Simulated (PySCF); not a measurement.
A structure optimised at PBE-D3(BJ)/def2-SVP, used in a PySCF frequency run:

```
C
O 1 1.4215
H 2 0.9758 1 107.45
H 1 1.1232 2 111.64 3 -64.97
C 1 1.5308 4 108.77 2 -125.28
H 5 1.1085 1 110.44 4 -177.77
H 5 1.1102 6 108.55 1 -123.02
H 5 1.1117 6 108.11 7 -115.90
Si 1 1.8961 4 105.07 2 115.30
F 9 1.6333 1 110.22 4 -61.44
H 9 1.4971 10 107.58 1 -122.13
Cl 9 2.0698 11 109.02 10 117.32
```

### Question
Write its SMILES and formula.

### Answer
C[C@H](O)[Si@H](F)Cl, C2H6ClFOSi

### Question
What are its rotational constants (standard atomic weights)?

### Answer
2.6283, 1.7331, 1.3478 GHz
